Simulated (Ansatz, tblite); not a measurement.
MNF3 with several metals: vertical IE (eV) at several levels, gas phase, relaxed structures; Ansatz, xTB through tblite. Core potentials for Mo, W in the def2 sets, no spin–orbit coupling. Raw xTB energies of ions are shifted by several eV. The structures are stationary points that may keep the symmetry of their start. Remarks come from the PBE and PBE0 runs and from stability tests at other levels; not every state was tested. HOMO above LUMO (over both spins in singlets and doublets, within one spin in higher multiplets; at PBE or PBE0), or a gap under 0.15 eV within one spin, warns that the state may not be the lowest or that an electron is smeared out.

```
species               state          geometry  GFN1-xTB  r2SCAN-D4/def2-TZVP  PBE0-D4/def2-TZVP                                                                                   remarks
  MoNF3  singlet to doublet   PBE-D4/def2-SVP     16.15                12.06              12.33                                                             restricted SCF unstable in HF
  CrNF3  singlet to doublet  PBE0-D4/def2-SVP     19.52                12.88              13.26  restricted SCF unstable in HF, gap within one spin near zero at PBE or PBE0 (+1 doublet)
   WNF3  singlet to doublet  PBE0-D4/def2-SVP     15.01                11.57              11.76                                                             restricted SCF unstable in HF
```

Problem. Estimate the column for PBE-D4/def2-TZVP.

Solution. MoNF3 11.95; CrNF3 12.65; WNF3 11.55.

Over the 3 species that have every level, the mean is 16.90 at GFN1-xTB, 12.05 at PBE-D4/def2-TZVP, 12.17 at r2SCAN-D4/def2-TZVP, 12.45 at PBE0-D4/def2-TZVP.
